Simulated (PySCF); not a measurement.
# CoCl₂: bending curve

Level of theory: PySCF, UwB97X, basis Co def2-TZVP, Cl def2-TZVP (no relativity, density fitting).

Rigid scan from the quartet minimum (Co–Cl 2.082 Å (×2); Cl–Co–Cl 180.0°). Coordinate: the Cl–Co–Cl angle, bonds fixed. Energies in kJ/mol from the minimum.

```json
{"bond angle (°)": "80", "E (kJ/mol)": "206.0", "dipole size (D)": "5.58", "⟨S²⟩": "3.76"}
{"bond angle (°)": "90", "E (kJ/mol)": "140.1", "dipole size (D)": "5.15", "⟨S²⟩": "3.76"}
{"bond angle (°)": "100", "E (kJ/mol)": "99.5", "dipole size (D)": "4.61", "⟨S²⟩": "3.76"}
{"bond angle (°)": "110", "E (kJ/mol)": "71.2", "dipole size (D)": "4.02", "⟨S²⟩": "3.76"}
{"bond angle (°)": "120", "E (kJ/mol)": "50.0", "dipole size (D)": "3.43", "⟨S²⟩": "3.76"}
{"bond angle (°)": "130", "E (kJ/mol)": "33.7", "dipole size (D)": "2.83", "⟨S²⟩": "3.76"}
{"bond angle (°)": "140", "E (kJ/mol)": "20.9", "dipole size (D)": "2.25", "⟨S²⟩": "3.76"}
{"bond angle (°)": "150", "E (kJ/mol)": "11.5", "dipole size (D)": "1.67", "⟨S²⟩": "3.76"}
{"bond angle (°)": "160", "E (kJ/mol)": "5.0", "dipole size (D)": "1.11", "⟨S²⟩": "3.76"}
{"bond angle (°)": "170", "E (kJ/mol)": "1.3", "dipole size (D)": "0.55", "⟨S²⟩": "3.76"}
{"bond angle (°)": "180", "E (kJ/mol)": "0.1", "dipole size (D)": "0.00", "⟨S²⟩": "3.76"}
```

Other spin states or occupations of the open shell can lie lower.

Other isomers or separated fragments may lie lower.

The scan took 28 s on 2 threads of a shared Intel Xeon Gold 6455B (Sapphire Rapids) host; the process peaked at 1.2 GiB. Launch command: `OMP_NUM_THREADS=2 python axn.py task.json out`.
